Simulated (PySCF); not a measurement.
## Bonding in `C=N[SiH]1CC=CC1`

C₅H₉NSi.
Numbering: `[CH2:1]=[N:2][SiH:3]1[CH2:4][CH:5]=[CH:6][CH2:7]1` (hydrogens: H8, H9 on C1; H10 on Si3; H11, H12 on C4; H13 on C5; H14 on C6; H15, H16 on C7)

Structure used (PBE0-D3(BJ)/def2-SVP), in Å, numbered top down from 1:
```
atom  x, y, z in Å
C1     2.973   -0.578   -0.311
N2     1.741   -0.451   -0.550
Si3    0.521    0.007    0.634
C4    -0.915   -1.226    0.627
C5    -2.085   -0.356    0.248
C6    -1.878    0.939   -0.036
C7    -0.479    1.495    0.027
H8     3.441   -0.420    0.687
H9     3.677   -0.868   -1.115
H10    1.148    0.206    1.986
H11   -0.747   -2.026   -0.116
H12   -1.070   -1.730    1.596
H13   -3.092   -0.786    0.201
H14   -2.711    1.591   -0.322
H15   -0.131    1.828   -0.967
H16   -0.411    2.374    0.690
```

Bond orders from the PBE0/pcSseg-1 density (PySCF). The structure is a single PBE0-D3(BJ)/def2-SVP conformer in the gas phase; no vibrational or solvent corrections.

Question: Where do the orders between heavy atoms depart from those drawn in the SMILES?

Answer: The largest departure is 0.107, at Si3–C4 (drawn single, 0.893) and C7–Si3 (drawn single, 0.893).

Question: Set the Mayer orders of the bonds between heavy atoms beside their lengths.

Answer: 
| bond | drawn as | length (Å) | Mayer order |
| --- | --- | --- | --- |
| C1–N2 | double | 1.261 | 1.956 |
| N2–Si3 | single | 1.760 | 0.954 |
| Si3–C4 | single | 1.892 | 0.893 |
| C4–C5 | single | 1.507 | 1.042 |
| C5–C6 | double | 1.341 | 1.912 |
| C6–C7 | single | 1.507 | 1.042 |
| C7–Si3 | single | 1.893 | 0.893 |

Bonds between the same two heavy elements. C–Si: all 2 within 0.02 of one another (0.893 to 0.893). C–C: lowest C4–C5 and C6–C7 (1.042, 1.507 Å), highest C5–C6 (1.912, 1.341 Å). Bonds named together lie within 0.004.

Question: And the bonds to hydrogen?

Answer: C–H: 0.92 to 0.97 (8 bonds); H–Si: 0.90 (1 bond).

Question: Sum the orders of all bonds at each heavy atom with more than one neighbour and set the sums beside the valence in the SMILES.

Answer: C1 3.812 (drawn 4), N2 2.910 (drawn 3), Si3 3.642 (drawn 4), C4 3.798 (drawn 4), C5 3.920 (drawn 4), C6 3.920 (drawn 4), C7 3.798 (drawn 4). Orders between atoms that aren't bonded are not in these sums.

For a closed shell the Mayer order of atoms A and B is Σ (PS)μν (PS)νμ over the basis functions μ on A and ν on B, with P the density and S the overlap matrix.
